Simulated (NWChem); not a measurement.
CH$_{3}$F$_{3}$Si; SMILES [SiH3]C(F)(F)F

All runs: NWChem. Medium grid unless said otherwise, to which SCAN and Minnesota functionals are sensitive. The geometry was optimised at PBE0/def2-SVP. Hybrids' shares of exact exchange are those that their runs print; pure functionals count as 0. The functionals differ in more than this share.

| row | share of exact exchange | orbital gap (eV) |
|---|---|---|
| PBE/def2-SVP | 0.00 | 7.49 |
| r2SCAN/def2-SVP | 0.00 | 8.21 |
| B3LYP/def2-SVP | 0.20 | 9.52 |
| PBE0/def2-SVP | 0.25 | withheld |
| PW6B95/def2-SVP | 0.28 | 10.15 |

Q: Fit a straight line of the last column on the one before it, predict the withheld value, and compare with the run.

A: 
1. Means of the 4 shown rows: x = 0.120, y = 8.842. Slope Σ(x − x̄)(y − ȳ)/Σ(x − x̄)² = 0.5016/0.06080 = 8.250; intercept 7.852.
2. The shown rows scatter about the line by 0.255 (root mean square); the largest residual is -0.36, at PBE/def2-SVP.
3. At x = 0.25 (PBE0/def2-SVP; inside the shown range) the line gives 9.91.
4. The run gives 9.99, +0.08 from the line, 0.3 times the scatter.
